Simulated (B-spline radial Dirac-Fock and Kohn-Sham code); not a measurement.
# Er⁴⁶⁺: scattering cross sections and density moments

System: Er⁴⁶⁺ in the configuration [Ar] 3d4.

Model: relativistic Hartree-Fock (Dirac-Fock) wave functions, averaged over the configuration. Program: an atomic code on a B-spline grid.

| Property | Result |
| --- | --- |
| Sum of ⟨r⟩ | 3.102 bohr |
| Sum of ⟨r²⟩ | 0.6334 bohr² |
| Sum of ⟨1/r⟩ | 375.41 per bohr |
| Langevin diamagnetic susceptibility | -0.502 × 10⁻⁶ cm³/mol |
| Lamb shielding (α²/3)Σ⟨1/r⟩ | 6664 ppm |

Coherent scattering is the Thomson cross section weighted by f₀², without anomalous dispersion; incoherent scattering is Klein-Nishina weighted by S. The Lamb formula is the non-relativistic shielding expression. Electron correlation is left out. A dash stands where the photon energy is too low for the impulse approximation behind that column.

| hν (keV) | coherent (b) | incoherent (b) | incoherent per electron (b) |
| --- | --- | --- | --- |
| 2 | 320.2 | – | – |
| 5 | 311.2 | – | – |
| 8.0478 | 295.3 | – | – |
| 17.4793 | 223.6 | – | – |
| 20 | 203.8 | 2.516 | 0.114 |
| 50 | 74.94 | 5.983 | 0.272 |
| 100 | 27.57 | 7.615 | 0.346 |
| 1000 | 0.4225 | 4.553 | 0.207 |

Incoherent scattering overtakes coherent scattering between 100 and 1000 keV.

Values without a named source are computed, but for edge energies of neutral atoms, which are taken from tables.
